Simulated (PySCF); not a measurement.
PySCF 2.14 output of an unrestricted LDA calculation on a single atom or ion in aug-cc-pwCVTZ (8s7p5d3f, 75 functions), with the non-relativistic Hamiltonian (point nucleus):

```
SCF conv_tol = 1e-09
number electrons alpha = 8  beta = 5
    P. A. M. Dirac.,  Math. Proc. Cambridge Philos. Soc. 26, 376 (1930)
    F. Bloch.,  Z. Phys. 57, 545 (1929)
    S. H. Vosko, L. Wilk, and M. Nusair.,  Can. J. Phys. 58, 1200 (1980)
cycle= 1 E= -287.401137669118  delta_E= -0.0167  |g|= 0.0446  |ddm|= 0.308
cycle= 2 E= -287.401368301787  delta_E= -0.000231  |g|= 0.0209  |ddm|= 0.0893
cycle= 3 E= -287.401404963577  delta_E= -3.67e-05  |g|= 0.000833  |ddm|= 0.0119
cycle= 4 E= -287.401405290529  delta_E= -3.27e-07  |g|= 0.000271  |ddm|= 0.00272
cycle= 5 E= -287.401405324458  delta_E= -3.39e-08  |g|= 6.71e-06  |ddm|= 0.000735
cycle= 6 E= -287.401405324471  delta_E= -1.27e-11  |g|= 2.83e-07  |ddm|= 2.78e-05
converged SCF energy = -287.401405324471  <S^2> = 3.7500589  2S+1 = 4.0000294
```

The run itself started from symmetry-adapted Hartree-Fock orbitals and held the occupation by maximum overlap, on a logarithmic radial grid, so the iterations belong to that start.

Which element, charge and spin multiplicity is this?

Si⁺ (silicon, charge +1), multiplicity 4; the state was [Ne] 3s1 3p1 3d1, one real determinant (an excited configuration).

⟨L²⟩ = 8.00 against 12 for a pure F term, so this real determinant mixes terms. The outer electron is Rydberg-like, and this basis confines it to a smaller radius and binds it less than a complete one would.
